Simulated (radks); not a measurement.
The numbers below are computed, except where a source is named.
Problem. The mean radii <r> (bohr) of the occupied orbitals of an atom or ion are listed with their occupations. Level of theory: Dirac Kohn-Sham, PBE, spin-unpolarised, spherical densities, point nucleus (a radial shooting solver on a logarithmic mesh with Libxc functionals).

| orbital | occ. | <r> |
|---|---|---|
| 1s1/2 | 1 | 0.2536 |

Name the element and its charge. Open shells, if any, fill j = l - 1/2 first.

Solution. Z = 6, carbon, charge +5: C5+ in 1s1. The 1s radius gives Z: for a bare nucleus <r> = (2 gamma + 1)/(2Z) with gamma = sqrt(1 - (Z/c)^2), 0.2498 bohr for Z = 6, and the self-interaction of the functional makes it slightly larger (0.2536 here). The occupations add up to 1, and the charge is Z minus that.
